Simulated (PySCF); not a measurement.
**Computed vibrations of [Gd(H2O)4]3+**

[Gd(H2O)4]3+ (singlet in the valence; each metal's 4f electrons, 7 of them, lie in its core potential, out of spins and levels). PySCF 2.14.0, RKS BP86, Gd lcecp-1-SVP with ECP53, O def2-SVP, H def2-SVP; non-relativistic Hamiltonian with scalar-relativistic core potentials where named; density fitting; no spin-orbit coupling. Central differences of gradients.

```xyz
13

Gd    0.0000    0.0000    0.0000
O     1.3305    1.3388    1.3388
H     1.7064    1.1369    2.2384
H     1.7064    2.2384    1.1369
O    -1.3305   -1.3388    1.3388
H    -1.7064   -1.1369    2.2384
H    -1.7064   -2.2384    1.1369
O     1.3305   -1.3388   -1.3388
H     1.7064   -2.2384   -1.1369
H     1.7064   -1.1369   -2.2384
O    -1.3305    1.3388   -1.3388
H    -1.7064    2.2384   -1.1369
H    -1.7064    1.1369   -2.2384
```

Run from Python with OMP_NUM_THREADS=2. Where DIIS fails, smearing, a level shift and second-order steps follow.
It took 2.2 min on 2 threads of Arm Neoverse N1, with other jobs on the host.

Problem. What are the harmonic wavenumbers and infrared intensities?

Solution. Modes are labelled in D2d; negative numbers are unstable modes, those under 60 cm⁻¹ near the noise; a finer grid moves soft modes by up to 10 cm⁻¹.
```json
{"cm⁻¹": "-157", "km/mol": "–", "symmetry": "a2"}
{"cm⁻¹": "-79", "km/mol": "–", "symmetry": "e"}
{"cm⁻¹": "-79", "km/mol": "–", "symmetry": "e"}
{"cm⁻¹": "-47", "km/mol": "–", "symmetry": "b1"}
{"cm⁻¹": "43", "km/mol": "8.2", "symmetry": "b2"}
{"cm⁻¹": "53", "km/mol": "0.0", "symmetry": "a1"}
{"cm⁻¹": "74", "km/mol": "0.0", "symmetry": "b1"}
{"cm⁻¹": "80", "km/mol": "7.7", "symmetry": "e"}
{"cm⁻¹": "80", "km/mol": "7.7", "symmetry": "e"}
{"cm⁻¹": "376", "km/mol": "0.0", "symmetry": "a1"}
{"cm⁻¹": "378", "km/mol": "10.9", "symmetry": "e"}
{"cm⁻¹": "378", "km/mol": "10.9", "symmetry": "e"}
{"cm⁻¹": "383", "km/mol": "7.7", "symmetry": "b2"}
{"cm⁻¹": "564", "km/mol": "0.0", "symmetry": "a2"}
{"cm⁻¹": "582", "km/mol": "1.1", "symmetry": "e"}
{"cm⁻¹": "582", "km/mol": "1.1", "symmetry": "e"}
{"cm⁻¹": "597", "km/mol": "0.0", "symmetry": "b1"}
{"cm⁻¹": "613", "km/mol": "412.1", "symmetry": "e"}
{"cm⁻¹": "613", "km/mol": "412.1", "symmetry": "e"}
{"cm⁻¹": "616", "km/mol": "0.0", "symmetry": "a1"}
{"cm⁻¹": "625", "km/mol": "868.0", "symmetry": "b2"}
{"cm⁻¹": "1622", "km/mol": "177.5", "symmetry": "b2"}
{"cm⁻¹": "1622", "km/mol": "151.4", "symmetry": "e"}
{"cm⁻¹": "1622", "km/mol": "151.4", "symmetry": "e"}
{"cm⁻¹": "1628", "km/mol": "0.0", "symmetry": "a1"}
{"cm⁻¹": "3472", "km/mol": "590.2", "symmetry": "e"}
{"cm⁻¹": "3472", "km/mol": "590.2", "symmetry": "e"}
{"cm⁻¹": "3473", "km/mol": "681.3", "symmetry": "b2"}
{"cm⁻¹": "3493", "km/mol": "0.0", "symmetry": "a1"}
{"cm⁻¹": "3511", "km/mol": "0.0", "symmetry": "a2"}
{"cm⁻¹": "3514", "km/mol": "0.0", "symmetry": "b1"}
{"cm⁻¹": "3514", "km/mol": "729.2", "symmetry": "e"}
{"cm⁻¹": "3514", "km/mol": "729.2", "symmetry": "e"}
```

Problem. Is this a minimum?

Solution. No: 4 unstable; the lowest moves the atoms so:
```
Gd   0.00  0.00  0.00
O    0.00 -0.01  0.01
H   -0.29  0.13  0.16
H    0.29 -0.16 -0.13
O    0.00 -0.01 -0.01
H   -0.29  0.13 -0.16
H    0.29 -0.16  0.13
O    0.00  0.01 -0.01
H    0.29  0.16  0.13
H   -0.29 -0.13 -0.16
O    0.00  0.01  0.01
H    0.29  0.16 -0.13
H   -0.29 -0.13  0.16
```

An lcecp potential fixes the number of 4f electrons, so in runs with it no electron can move into or out of that shell.
